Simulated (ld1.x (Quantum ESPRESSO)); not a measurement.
mercury: variants of one TM potential

Base potential:

Hg, norm-conserving Troullier–Martins (Kleinman–Bylander form), made with ld1.x (Quantum ESPRESSO) 7.5 (PBEsol, scalar-relativistic). Core [Kr] 4d10 4f14, reference 5s2 5p6 5d10 6s1.5 6p0.5. Waves: 5s (bound): rc 1.00 bohr; 5d (bound): rc 2.35 bohr; 5p (bound): rc 1.15 bohr. Local part: the p channel. Core correction: none.

Occupied shells without a wave of their own: 6p, 6s. They enter only through the test configuration that unscreens the potential.

All-electron outer shells of the reference configuration (PBEsol, scalar-relativistic, ld1.x):

```tsv
shell	level (eV)	outermost node (bohr)	outermost maximum (bohr)
4d	-349.77	0.20	0.40
5s	-119.44	0.47	0.82
4f	-97.14	–	0.37
5p	-67.73	0.51	0.93
5d	-11.03	0.55	1.17
6s	-7.72	1.08	2.18
6p	-1.58	1.27	3.18
```

Cutoffs, loose and tight: the cutoffs (Ry, on a coarse ladder) from which the occupation-weighted sum of valence levels, in a spherical-Bessel basis at the reference potential, stays within 10 and 1 mRy of its value at 400 Ry. They do not see the model core or the augmentation charge, which bear on the density cutoff. Test errors are all-electron minus pseudo excitation energies from the reference, over the configurations 5s2 5p6 5d10 6s2 6p0; 5s2 5p6 5d10 6s1 6p0; 5s2 5p6 5d10 6s0 6p0; 5s2 5p6 5d10 6s0 6p2; 5s2 5p6 5d9 6s2 6p1; 5s1 5p6 5d10 6s2 6p0; 5s2 5p6 5d10 6s1 6p1. A dash means not determined; rows that change the core or the reference have their own tests.

On the changes marked as counting shells twice: ld1.x takes every shell without a wave as core, so the model core holds the marked electrons as well and exchange and correlation see them twice. This cancels in the reference configuration, but the file is broken for other ones, and its errors say nothing about a proper core correction.

| change | outcome | cutoff, loose | cutoff, tight | bound ghosts | largest test error (meV) |
| --- | --- | --- | --- | --- | --- |
| base | generated, misses its reference levels by 0.58 eV | 160 Ry | 260 Ry | none | -1282 |
| core correction a·sin(br)/r model core inside 0.44 bohr (6p, 6s counted twice) | generated, misses its reference levels by 0.58 eV | 160 Ry | 260 Ry | none | -1704 |
| core correction a·sin(br)/r model core inside 0.64 bohr (6p, 6s counted twice) | generated, misses its reference levels by 0.58 eV | 160 Ry | 260 Ry | none | -1704 |
| core correction a·sin(br)/r model core inside 0.76 bohr (6p, 6s counted twice) | generated, misses its reference levels by 0.58 eV | 160 Ry | 260 Ry | none | -1704 |
| core correction a·sin(br)/r model core inside 0.94 bohr (6p, 6s counted twice) | generated, misses its reference levels by 0.58 eV | 160 Ry | 260 Ry | none | -1703 |
| core correction a·sin(br)/r model core inside 1.02 bohr (6p, 6s counted twice) | generated, misses its reference levels by 0.58 eV | 160 Ry | 260 Ry | none | -1703 |
| core correction a·sin(br)/r model core inside 1.16 bohr (6p, 6s counted twice) | generated, misses its reference levels by 0.58 eV | 160 Ry | 260 Ry | none | -1701 |
